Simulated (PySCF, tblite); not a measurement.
Dissociation curve of SMILES C=N (CH₃N). The C1–N4 bond (C1 also carries H, H; N4 carries H) is pulled apart rigidly from the PBE0/def2-TZVP optimised geometry.

Levels: UKS-BLYP = PySCF with unrestricted BLYP/cc-pVDZ; UHF/cc-pVDZ (PySCF); GFN2-xTB, 300 K electronic temperature (tblite); CASSCF(4,4)/cc-pVDZ (PySCF).

Energies are in kJ/mol, each relative to the lowest point of its own curve near equilibrium.

```
R / Å  UKS-BLYP    UHF  GFN2-xTB  CASSCF(4,4)
-----  --------  -----  --------  -----------
1.00      488.1  454.2     423.7        517.7
1.08      206.7  176.6     162.1        223.7
1.13      104.2   79.6      72.5        115.4
1.18       41.7   24.8      22.5         48.5
1.23        9.2    1.8       1.7          [?]
1.26        0.9    0.0       0.0          2.7
1.30        0.0    6.8       7.4          0.0
1.34        8.5   19.4      23.5          7.0
1.40       34.1   46.1       [?]         30.8
1.48       84.4   91.2     122.1         78.8
1.58      160.7  155.1     211.9        151.7
1.69      250.0  226.6     314.3        235.5
1.89      395.9  330.5     488.8        371.8
2.07      495.3  374.2     621.5        463.1
2.26      573.2  390.0     734.2        524.7
2.55      644.1  394.7     857.2        568.3
2.74      668.3  394.8       [?]          [?]
3.08        [?]  394.4     943.4        587.5
3.41        [?]  394.3     950.0        589.9
3.75      702.7  394.4     952.3        590.9
4.40      705.2  394.7     952.6        591.6
```

**Question.** Fill in the missing entries.

**Answer.** 
- 1.23, CASSCF(4,4): 12.6
- 1.40, GFN2-xTB: 59.6
- 2.74, GFN2-xTB: 909.8
- 2.74, CASSCF(4,4): 579.6
- 3.08, UKS-BLYP: 689.9
- 3.41, UKS-BLYP: 698.7

The unrestricted solution behind UKS-BLYP changes between 2.26 and 2.55 Å, which can leave a kink. The unrestricted determinant behind UKS-BLYP is spin-contaminated at 1.89 to 4.40 Å (<S²> up to 2.0, against 0.00 for a pure singlet). The unrestricted determinant behind UHF is spin-contaminated at 1.30 to 4.40 Å (<S²> up to 2.0, against 0.00 for a pure singlet).
